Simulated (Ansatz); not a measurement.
Z-matrix (Å, degrees):
```
Y
Cl 1 2.434
Cl 1 2.434 2 120.0
Cl 1 2.434 2 120.0 3 -180.0
```

Charge 0, multiplicity 1. Y: def2 effective core potential.

(1) List the PBE/def2-TZVPP orbital energies in eV (Ansatz 0.2.0). (An estimate is asked.)

## Answers

(1) The calculation gave: Occupied: -2738.66, -2738.66, -2738.66, -249.23, -249.23, -249.23, -189.83, -189.83, -189.83, -189.82, -189.82, -189.82, -189.80, -189.80, -189.80, -49.45, -29.07, -28.85, -28.85, -19.80, -19.53, -19.53, -9.03, -8.65, -8.65, -8.18, -8.18, -8.00, -7.95, -7.95, -7.74. Lowest empty: -3.64, -2.53, -2.53, -1.40, -1.40, -0.74, -0.46, 0.31.
